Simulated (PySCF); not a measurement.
Mg(H)(OH) (H2MgO), SMILES [OH][MgH].

Coordinates come from a B3LYP-D3(BJ)/def2-TZVPD optimisation.

The numbers are results of PySCF with TDA-LC-ωPBE/def2-TZVPD, not measurements.

Vertical excitations; the highest root listed may be one member of a degenerate set. Gas-phase values at a fixed geometry. State labels are in the subgroup C2v.

**Question.** List the lowest excited states. (An estimate is asked for; the answer gives what the named calculation found.)

**Answer.** 
```tsv
state	symmetry	energy (eV)	λ (nm)	f	main pairs
S1	B1	6.51	191	0.037	HOMO−2→LUMO (degenerate set)
S2	B2	6.51	191	0.037	HOMO−1→LUMO (degenerate set)
S3	B1	7.20	172	0.369	HOMO→LUMO+1, HOMO→LUMO+5 (degenerate set)
S4	B2	7.20	172	0.369	HOMO→LUMO+2, HOMO→LUMO+6 (degenerate set)
S5	A1	7.51	165	0.319	HOMO→LUMO 77 %, HOMO→LUMO+4 15 %
S6	A1	7.56	164	0.000	HOMO−2→LUMO+1, HOMO−1→LUMO+2, HOMO−2→LUMO+5, HOMO−1→LUMO+6 (degenerate set)
S7	A2	7.56	164	0.000	HOMO−1→LUMO+1, HOMO−2→LUMO+2, HOMO−1→LUMO+5, HOMO−2→LUMO+6 (degenerate set)
S8	A2	7.57	164	0.000	HOMO−2→LUMO+2 38 %, HOMO−1→LUMO+1 38 %, HOMO−2→LUMO+6 7 %, HOMO−1→LUMO+5 7 %
S9	A1	8.32	149	0.199	HOMO−2→LUMO+1 38 %, HOMO−1→LUMO+2 38 %, HOMO→LUMO+3 7 %, HOMO−2→LUMO+5 6 %
S10	B1	8.34	149	0.000	HOMO−2→LUMO+4 76 %, HOMO−2→LUMO+3 15 %
T1	A1	5.64	220	0	HOMO→LUMO 62 %, HOMO→LUMO+4 24 %
T2	B2	6.10	203	0	HOMO−1→LUMO, HOMO→LUMO+2 (degenerate set)
T3	B1	6.10	203	0	HOMO−2→LUMO, HOMO→LUMO+1 (degenerate set)
T4	B2	6.14	202	0	HOMO→LUMO+2 47 %, HOMO→LUMO+6 27 %, HOMO−1→LUMO 18 %
```
Triplets are in the Tamm–Dancoff approximation.
